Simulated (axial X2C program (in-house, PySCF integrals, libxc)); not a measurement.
Density and ELF of SbF

All values were computed with an in-house relativistic program for diatomic molecules. Two-component (2c) means X2C with spin–orbit coupling and atomic mean-field two-electron Coulomb and Gaunt terms. Basis: Sb dyall-cv3z [11s12p8d4f1g], F dyall-av3z [7s6p3d2f] (cores contracted in-house); Gaussian nuclei, density fitting, unrestricted open shells. Masses: Sb 120.904 u, F 18.998 u.

PBE0, two-component, state Ω = 1 (⟨Sz⟩ = 1.00, ⟨Lz⟩ = 0.00 at PBE0); Sb at z = 0, F at z = 1.929 Å.

The maps cover the half plane through the axis: z from -2.4 to 4.2 Å along the bond, ρ from 0.15 to 2.25 Å away from it (steps of 0.3 Å, the bottom row nearest the axis).

log10 of the density in e/bohr³:

digits 0 to 9 span -5.79 to 1.83 evenly
```
22233334433333222211000
22333444444433332222110
23334445544444333322210
23344555555444444433211
23445556655555555443221
33445566666556665543321
33455667876666776554322
33455678987667877654322
```

Electron localisation function (collinear form, no current term, damped to 0 at low density):

digits 0 to 9 span 0.00 to 1.00 evenly
```
00014577764200000000000
00136788886200000000000
00257889886300000000000
00257888876200121100000
00257765444212454210000
00256532322126777520000
00245336773157888631000
00244354745167128741000
```

Axial spin density in 10⁻³ e/bohr³:

digits 0 to 9 span -5.97 to 5.97 evenly, values beyond are clipped
```
55555566665555555555555
55556678876655544445555
55556899999755544445555
55567999999865444445555
55568999999964455555555
55557999999954565554455
44445673929744996444455
44432245964542993444445
```

Occupations by symmetry block were frozen at the best pattern of an incomplete PBE0 search. Density functionals use the spin component along the axis (collinear). PBE0 can misorder states that lie within some tenths of an eV, so this need not be the ground state of the molecule. The nearest other 2c determinant of the search, Ω = 0, lies 0.44 eV up at the distance of the search. With several unpaired electrons one determinant need not be a pure state. Open-shell Ω = 0 determinants with evenly filled partner blocks cannot be reached by this program, so the Ω shown need not be the lowest component. This is the Ω = 1 component of a π² triplet; the 0⁺ component is not one determinant and can lie lowest.
